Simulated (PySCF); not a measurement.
C₂H₅O (SMILES [CH2-]OC), charge -1, singlet, at a GFN2-xTB geometry. Base run: HF/pcseg-1 (PySCF).

The PySCF input:
```python
from pyscf import gto, scf

mol = gto.Mole()
mol.atom = '''
    C    -0.01387129    1.32048858   -0.14685513
    O     0.00480545    0.04658534    0.60549664
    C     0.00885831   -1.08473522   -0.17190786
    H     0.86993040    1.24954023   -0.87427756
    H    -0.90863771    1.23257197   -0.85885667
    H     0.02301881   -1.98265824    0.47327149
    H    -0.88652396   -1.15182118   -0.82804795
    H     0.89384676   -1.13483572   -0.84348446
'''
mol.basis = 'pcseg-1'
mol.charge = -1
mol.verbose = 4
mol.build()

mf = scf.RHF(mol)
mf.kernel()
mf.analyze()
```

The base run was repeated with changes; each row names its change, and settings that it needs were set with it.

```
change                                                                                                                  ΔE vs base (µEh)  fitting functions
----------------------------------------------------------------------------------------------------------------------  ----------------  -----------------
base                                                                                                                                 0.0                  -
only_dfj = on; auxbasis = def2-universal-jfit                                                                                       -344                202
auxbasis = cc-pvtz-jkfit                                                                                                            42.7                387
auxbasis = autoaux                                                                                                                   259                463
auxbasis = def2-svp-ri                                                                                                             -3268                214
auxbasis = even-tempered beta=2.0                                                                                                   81.0                482
auxbasis = def2-universal-jkfit                                                                                                     93.2                317
auxbasis = def2-universal-jfit                                                                                                      1197                202
auxbasis = cc-pvtz-ri                                                                                                               33.3                393
exchange = seminumerical (SGX) (with mf = sgx.sgx_fit(mf, auxbasis='def2-universal-jfit'); with mf.with_df.dfj = True)              -355                202
```

A fitting set is made for a task (jfit for Coulomb, jkfit for Coulomb and exchange, ri for correlation) and for a family of orbital bases.
